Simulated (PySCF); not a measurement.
## Telling isomers of C₆H₉N₂P apart by NMR

All values are calculated (PySCF 2.14): σ from GIAO-PBE0/pcSseg-1, geometry: GFN2-xTB. In vacuum, averaged over atoms made equivalent by symmetry, fast rotation or ring inversion, non-relativistic, one conformer.

Scale: ¹H (σ = 31.72 ppm), ¹³C (σ = 186.93 ppm) vs TMS (reference shieldings calculated alike). Splittings of carbon signals by F and P are missing where no couplings were computed. Where no couplings were computed, multiplicities follow the n + 1 count of equivalent neighbours, and m marks all less simple cases (inequivalent or close neighbours, rings, F or P nearby). Shifts are as computed. Against solution values, carbons near 30 ppm lie about +3 ppm off and those near 130 ppm about +5 ppm. Of 1211 compounds with measured shifts, 218 miss one by over three times the rms of a fit or turn the order of signals round; such compounds aren't used in these exercises.

(1) Tabulate the signals of `Cn1cpc(C2CC2)n1`, `CN(C)c1cnccp1`, `Cc1nn(C2CC2)cp1` and their relative energies.

(2) What is the quickest way to tell Cn1cpc(C2CC2)n1 from CN(C)c1cnccp1?

(3) What is the quickest way to tell CN(C)c1cnccp1 from Cc1nn(C2CC2)cp1?

(4) What is the quickest way to tell Cn1cpc(C2CC2)n1 from Cc1nn(C2CC2)cp1?

## Answers

(1) 
```tsv
SMILES	carbon types	δC	δH	E rel. (kcal/mol)
Cn1cpc(C2CC2)n1	1×C 2×CH 2×CH2 1×CH3	193.9, 163.8, 42.5, 18.4, 17.9	8.37 (m, 1H), 4.11 (s, 3H), 2.34 (m, 1H), 1.25 (m, 2H), 0.70 (m, 2H)	9.3
CN(C)c1cnccp1	1×C 3×CH 2×CH3	173.5, 152.6, 145.6, 136.7, 44.2	8.84 (m, 1H), 8.57 (m, 1H), 8.54 (m, 1H), 3.29 (s, 6H)	0.0
Cc1nn(C2CC2)cp1	1×C 2×CH 2×CH2 1×CH3	180.5, 154.8, 36.7, 20.9, 11.0	8.02 (m, 1H), 4.31 (m, 1H), 2.83 (m, 3H), 1.04 (m, 2H), 0.95 (m, 2H)	10.9
```

Energies are electronic energies at PBE0/pcSseg-1 on these geometries, without zero-point or thermal terms, each for the one conformer computed, which needn't be the lowest.

(2) Both give the same number of carbon signals, but DEPT or the intensities differ. The first has a three-membered-ring carbon (CH2) at 18.4 ppm, the second an aromatic CH next to a ring nitrogen at 136.7 ppm. Their most deshielded carbons lie at 193.9 and 173.5 ppm. In the proton spectra the most deshielded non-exchanging signals are 8.37 (m, 1H) and 8.84 (m, 1H).

(3) Both give the same number of carbon signals, but DEPT or the intensities differ. The first has a methyl carbon bonded to N (CH3) at 44.2 ppm, the second a three-membered-ring carbon (CH) at 36.7 ppm. Their most deshielded carbons lie at 173.5 and 180.5 ppm. In the proton spectra the most deshielded non-exchanging signals are 8.84 (m, 1H) and 8.02 (m, 1H).

(4) Both give the same number of carbon signals, with the same numbers of each carbon type, so the positions decide. The first has a methyl carbon bonded to N (CH3) at 42.5 ppm, the second a methyl carbon on an aromatic ring (CH3) at 20.9 ppm. Their most deshielded carbons lie at 193.9 and 180.5 ppm.
